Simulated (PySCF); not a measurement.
C4H2BrCl, SMILES C#C/C(Br)=C\Cl.

Geometry: PBE-D3(BJ)/def2-SVP. The structure was generated by enumeration; whether it is a known compound was not checked.

Method: PBE-D3(BJ)/def2-SVP (PySCF 2.14.0).

Frequencies are harmonic and unscaled.

```
mode  ν (cm⁻¹)  IR (km/mol)  moving atoms (share of kinetic energy)
----  --------  -----------  --------------------------------------
1          115          0.8                 C 57 %, Cl 24 %, H 12 %
2          179          0.1                         C 70 %, Cl 16 %
3          185          1.8                C 65 %, Br 16 %, Cl 13 %
4          256          7.1                          C 77 %, H 22 %
5          281          0.8                Cl 53 %, Br 33 %, C 13 %
6          422          0.6                         C 82 %, Br 12 %
7          573          1.2                                  C 96 %
8          618         33.0                          H 80 %, C 20 %
9          662         21.1                          H 75 %, C 25 %
10         699         34.1                                  C 91 %
11         773         19.9                          H 74 %, C 26 %
12         809         97.2                         C 74 %, Cl 20 %
13        1011         37.9                          C 72 %, H 27 %
14        1244          2.3                          H 69 %, C 31 %
15        1585         10.8                                  C 98 %
16        2145         10.3                           C 92 %, H 8 %
17        3158          9.9                           H 91 %, C 9 %
18        3406         85.7                          H 86 %, C 14 %
```
